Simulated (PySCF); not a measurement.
# Dipole response of S (sulfur, neutral)

[Ne] 3s2 3p4, high-spin 3P determinant. All numbers are calculated (PySCF 2.14, the spin-free X2C one-electron Hamiltonian (Gaussian nucleus), in x2c-QZVPPall with one added diffuse shell each of s, p, d, f type (10s7p5d3f1g, 86 functions)). Coupled (time-dependent) response in atomic units; α is the mean over directions.

| method | mean α (bohr³) | α xx, yy, zz | C₆ (like pair) | S(−4) |
| --- | --- | --- | --- | --- |
| UHF | 19.09 | 17.96, 21.35, 17.96 | 130.1 | 101.3 |
| PBE | 20.93 | 19.44, 23.92, 19.44 | 145.0 | 135.8 |
| PBE0 | 20.04 | 18.72, 22.68, 18.72 | 137.6 | 118.5 |
| BP86 | 21.09 | 19.56, 24.14, 19.56 | 146.4 | 137.8 |
| B3LYP | 20.49 | 19.09, 23.30, 19.09 | 141.0 | 127.8 |

S(−4) is the Cauchy moment in α(ω) = α(0) + S(−4) ω² + …

Reference α: 19.4 ± 0.1 bohr³ (recommended; Schwerdtfeger and Nagle, table of static dipole polarizabilities (2023 update)). Published C₆: 134.0 (Chu and Dalgarno (2004); Tang, Norbeck and Certain (1976)).

α(iu) at BP86:

```csv
u (hartree),α(iu) (bohr³)
0,21.09
0.0500,20.75
0.100,19.82
0.200,16.99
0.300,13.96
0.500,9.229
0.750,5.761
1.00,3.853
1.50,2.040
2.00,1.263
3.00,0.6369
5.00,0.2739
```

A single London oscillator, α(iu) = α/(1 + u²/ω²), gives C₆ = (3/4) ω α². Matching the computed C₆ needs ω = 4 × 146.4 / (3 × 21.09²) = 0.439 hartree.

The components differ because the open shell of this determinant is not spherical; for a pure term their mean is the scalar polarisability.
